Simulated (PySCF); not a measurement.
C₆H₁₅Al, charge -1, doublet, at a GFN2-xTB geometry (such geometries of metal compounds can be far from the true shape) (a state made from the parent by changing its charge; the spin is typed, not shown lowest) (in this run its highest filled SCF level lies above zero, so its values depend strongly on the basis, on diffuse functions most of all). Base run: PySCF with TPSS/STO-3G.

Geometry (Å):
```xyz
22

Al    -0.0817    -0.6037     0.0035
C      1.3301     0.8064    -0.6616
C      1.5743     0.8195    -2.1725
H      2.3019     0.6139    -0.1738
H      1.0669     1.8341    -0.3561
H      0.6530     1.0552    -2.7055
H      1.9065    -0.1624    -2.5146
H      2.3337     1.5527    -2.4782
C     -1.9609     0.3111    -0.1921
C     -2.4197     0.5890    -1.6245
H     -2.0258     1.2596     0.3687
H     -2.7204    -0.3380     0.2797
H     -2.4097    -0.3288    -2.2156
H     -1.7448     1.2962    -2.1062
H     -3.4345     1.0076    -1.6778
C      0.1382    -0.5436     2.0864
C      1.4193    -1.1942     2.6104
H     -0.7153    -1.0590     2.5615
H      0.0974     0.4832     2.4887
H      2.2936    -0.6867     2.2028
H      1.4726    -2.2390     2.2988
H      1.4989    -1.1698     3.7062
```
Charge -1, spin multiplicity 2.
Orbitals are unrestricted.
All else is at PySCF's defaults.
Base energy -474.32252 Eh.

Each row names what was changed in the base input (with any setting that the change needs).

| change | ΔE vs base (µEh) | SCF cycles | <S^2> | outcome |
|---|---|---|---|---|
| base | 0.0 | 9 | 0.751 | converged |
| DIIS = EDIIS | - | 50 | - | not converged |
| init_guess = mod_huckel | 0.0 | 13 | 0.751 | converged |
| conv_tol = 1e-11 | 0.0 | 11 | 0.751 | converged |
| conv_tol = 1e-12 | 0.0 | 12 | 0.751 | converged |
| diis_space = 2 | 0.0 | 15 | 0.751 | converged |
| diis = off (with mf.max_cycle = 100) | - | - | - | cut at the time limit |
| level_shift = 0.5 (with mf.max_cycle = 100) | 0.0 | 19 | 0.751 | converged |
| conv_tol_grad = 1e-3 | 0.0 | 9 | 0.751 | converged |
| DIIS = ADIIS | 0.0 | 12 | 0.751 | converged |
| diis = off; damp = 0.3 (with mf.diis_start_cycle = 200; with mf.max_cycle = 150) | 0.0 | 18 | 0.751 | converged |
| damp = 0.5; diis_start_cycle = 5 | 0.0 | 10 | 0.751 | converged |

Open shells are given as the SCF converged; they aren't shown to be the lowest states, and a large step between rows can be another state.
